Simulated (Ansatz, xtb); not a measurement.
# FH9Si3Sn: which of two conformers lies lower

We compare I, `F[SiH2][SiH2][SnH2][SiH3]`, a singlet, with II, `F[SiH2][SiH2][SnH2][SiH3]`, a singlet. Both are isolated molecules in the gas phase, relaxed with PBE0-D4/def2-SVP.

I (Å):

```xyz
14

F     0.9788   -0.7482    3.4156
Si    0.9176   -0.3446    1.8366
Si   -1.2807   -0.0587    1.0965
Si    0.9767    1.9040   -1.8153
Sn   -1.1218    0.4722   -1.4214
H     1.6737    0.9314    1.6559
H     1.5930   -1.4252    1.0575
H    -1.9107    1.0959    1.8094
H    -2.0995   -1.2866    1.3381
H    -0.9952   -0.9923   -2.3051
H    -2.5311    1.2967   -1.9435
H     2.1832    1.1183   -1.4099
H     1.1139    2.2946   -3.2510
H     0.9110    3.1397   -0.9771
```

II (Å):

```xyz
14

F    -1.3440   -0.2057   -1.4857
Si   -0.0550   -0.7571   -2.3451
Si    1.7054   -0.8853   -0.7997
Si   -1.5640   -0.6726    1.7217
Sn    0.7634    0.3230    1.2699
H    -0.4500   -2.0664   -2.9417
H     0.2047    0.2292   -3.4346
H     2.0040   -2.3149   -0.4727
H     2.9417   -0.2507   -1.3548
H     0.6514    1.9978    0.9206
H     1.8222    0.1253    2.6059
H    -1.6499   -2.0236    1.0885
H    -1.7862   -0.8284    3.1926
H    -2.6237    0.2129    1.1599
```

Estimate E(II) − E(I) at the level CCSD(T)/def2-SVP + ΔMP2/def2-TZVPP.

CCSD(T)/def2-SVP + ΔMP2/def2-TZVPP gives E(II) − E(I) = +2.34 kJ/mol, slightly favouring structure I, which is too small a margin to settle the true order.

Level by level:

| level | geometry | E(II) − E(I) (kJ/mol) | departure from the last row (kJ/mol) | job, with rough time for the two |
| --- | --- | --- | --- | --- |
| PBE0-D4/def2-SVP | PBE0-D4/def2-SVP | −6.14 | −8.48 | optimisation, 6.5 min |
| HF/def2-SVP | PBE0-D4/def2-SVP | −4.56 | −6.91 | part of the CCSD(T) run |
| MP2/def2-SVP | PBE0-D4/def2-SVP | −5.91 | −8.25 | part of the CCSD(T) run |
| CCSD(T)/def2-SVP | PBE0-D4/def2-SVP | −5.97 | −8.31 | single point |
| CCSD(T)/def2-SVP + ΔMP2/def2-TZVPP | PBE0-D4/def2-SVP | +2.34 |  | single point, 1.8 min |

The largest departure from CCSD(T)/def2-SVP + ΔMP2/def2-TZVPP is that of PBE0-D4/def2-SVP, 8.48 kJ/mol. A small imaginary or near-zero mode remains, so no thermal terms are given. Levels run at GFN2-xTB geometries aren't shown. The last row adds to CCSD(T) the change of the MP2 difference between the two basis sets, here +8.31 kJ/mol.

The correlated steps freeze 20 core orbitals; the filled d shell of Sn is correlated, in a basis made for valence electrons. Atoms past krypton carry core potentials in the def2 sets and no spin–orbit term is included. Run with Ansatz 0.2.0, xtb 6.7.1; the last row on 2 threads of Arm Neoverse V1 on a shared host.
